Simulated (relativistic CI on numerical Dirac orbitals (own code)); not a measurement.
Nd⁴⁴⁺: sensitivity of the levels to the model

Base calculation: Dirac-Coulomb-Breit CI, KLI orbitals optimised for each configuration, model QED, unscaled Slater integrals.

CI space (outside the closed core [Ne]): 3s²3p⁴, 3s3p⁵, 3s²3p³3d, 3p⁶, 3s3p⁴3d, 3p⁵3d, 3s3p³3d², 3s²3p²3d4p, 3p⁵4s, 3s3p³3d4s, 3p⁵4p, 3s²3p³4s, 3s²3p²3d², 3s²3p3d³, 3s3p²3d³, 3s²3p3d²4s, 3p⁴3d², 3p³3d³, 3p³3d²4s, 3s²3p²3d4s, 3s3p²3d²4s, 3s²3p3d4s². Double excitations out of closed p, d and f shells are left out; levels of such configurations are missing from the list, as are those of other unlisted configurations, and high levels can miss mixing partners.

Variants: (1) P86 correlation estimate; (2) QED terms removed; (3) one mean potential for all configurations. Shifts of the energy above 3s²3p⁴ ³P2, in eV, for the lowest level and the first level of each name with at least 55 % of one term (blank where a level changes its place among those of its configuration and J or its character, or is not in the variant):

```tsv
Level	Base	Δ(1)	Δ(2)	Δ(3)
3s²3p⁴ ³P2	0.000	0.000	0.000	0.000
3s²3p⁴ ¹S0	14.979	+0.001	+0.003	-0.005
3s²3p⁴ ³P1	126.015	+0.002	-0.187	+0.019
3s²3p⁴ ¹D2	133.934	+0.003	-0.186	+0.015
3s²3p³3d ³P°0	184.993	+0.372	+0.324	-0.025
3s3p⁵ ³P°2	261.950	+0.279	+1.495	+0.087
3s²3p⁴ ³P0	265.677	+0.007	-0.351	+0.033
3s²3p³3d ³G°5	341.139	+0.372	+0.048	-0.033
3s3p⁵ ³P°0	392.564	+0.294	+1.158	+0.075
3s3p⁴3d ⁵F5	457.169	+0.600	+2.066	+0.105
```

At this charge energies of transitions that change n are usually good to better than 1 %, and those within a shell (Δn = 0) to a few per cent.

Ionisation energy from the two ground configurations alone: base 3566.61 eV; P86 correlation estimate 3568.54 eV. The NIST ASD value (theoretical) is 3567 eV.

LS names give the leading component of a level, which can be under half, so a name can repeat, a term be missing and a line seem to break the LS rules.
